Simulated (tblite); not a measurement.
Species: C3H8NO4S2 (charge -1).
Cartesian coordinates in Å at the GFN2-xTB level; atoms count from 1:
```xyz
18
C3H8NO4S2 angstrom
C     -2.5440   -0.0818   -0.8092
C     -1.6451    0.0444    0.3963
S     -0.2582    1.1374   -0.0745
O      0.6235    1.2261    1.0813
O     -0.8574    2.4040   -0.4516
N      0.4367    0.4927   -1.3484
S      1.2994   -0.7991   -1.0282
C      2.8362   -0.2267   -0.2348
O      1.7005   -1.4228   -2.2757
O      0.6631   -1.7107   -0.0901
H     -3.4128   -0.7097   -0.6076
H     -1.9657   -0.5132   -1.6234
H     -2.8722    0.9102   -1.1133
H     -2.1286    0.5173    1.2469
H     -1.1801   -0.8946    0.6767
H      2.5225    0.3728    0.6092
H      3.3752    0.3593   -0.9660
H      3.3980   -1.0994    0.0711
```

Calculated harmonic vibrations of the isolated species, GFN2-xTB (tblite), most abundant isotopes, no scaling. Errors from tens to a few hundred cm⁻¹ against measured bands are possible. One conformer, not necessarily the lowest.

Harmonic wavenumbers (cm⁻¹): 53.7, 61.0, 137.4, 159.2, 167.0, 170.1, 186.8, 233.0, 263.0, 300.3, 333.0, 352.0, 372.0, 448.7, 487.8, 507.4, 518.5, 660.8, 689.1, 782.3, 823.7, 846.4, 868.0, 947.0, 990.7, 1006.2, 1078.5, 1098.6, 1105.0, 1175.8, 1191.4, 1211.1, 1215.2, 1233.8, 1384.9, 1431.7, 1433.1, 1437.8, 1474.7, 1498.2, 2981.2, 3005.4, 3027.6, 3038.6, 3046.1, 3052.9, 3079.2, 3086.3.

A = 1737, B = 864.9, C = 736.6 MHz; mass 185.989 u (most abundant isotopes); point group C1, symmetry number 1.

**Question.** What is the zero-point energy?

**Answer.** ½Σν̃ = 27326 cm⁻¹ = 326.90 kJ/mol.

**Question.** Entropy at 298.15 K, 1 bar (ideal gas, RRHO, classical rotation)?

**Answer.** Translation 174.03, rotation 125.74, vibration 146.44: S = 446.2 J/(mol K).

**Question.** And Cp and H(298.15 K) − H(0)?

**Answer.** Cp = 184.56 J/(mol K), of which vibrations give 151.30 (their classical limit is 48 R = 399.1); H(298.15 K) − H(0) = 33.51 kJ/mol without the zero-point energy, 23.59 from vibrations.

**Question.** How do the functions run with temperature in this model?

**Answer.** 
```
 T (K)  S (J/(mol K))  Cp (J/(mol K))  H − H(0) (kJ/mol)  G − H(0) (kJ/mol)  ln q(vib)
    50          252.9            56.1               2.09             -10.56       0.48
   100          302.4            89.8               5.76             -24.48       1.76
373.15          490.9           214.1              48.48            -134.69      10.46
   500          559.5           255.2              78.37            -201.40      14.32
   750          674.2           309.3             149.52            -356.12      21.36
  1000          768.1           343.0             231.35            -536.77      27.66
```

q(vib) and H(0) count from the zero-point level.

**Question.** Which modes carry the vibrational entropy at 298.15 K?

**Answer.** 53.7 cm⁻¹: 19.57; 61.0 cm⁻¹: 18.51; 137.4 cm⁻¹: 11.88; 159.2 cm⁻¹: 10.71; 167.0 cm⁻¹: 10.33; 170.1 cm⁻¹: 10.19 J/(mol K); the other 42 give 65.25 together.

**Question.** What must be added to the electronic energy to get the Gibbs energy at 298.15 K and 1 bar?

**Answer.** ZPE + [H(298.15 K) − H(0)] − T·S = 326.90 + 33.51 − 133.04 = 227.37 kJ/mol.

Hindered rotation and anharmonicity are outside this model. Other conformers, if any are populated, would add a mixing term that is left out. The structure is chiral; the term R ln 2 for an equal mix with its mirror image is left out.

Hardware: one thread of an Arm Neoverse V1, on a shared host. Cost: 0.8 s. The figure is for the frequency step alone.
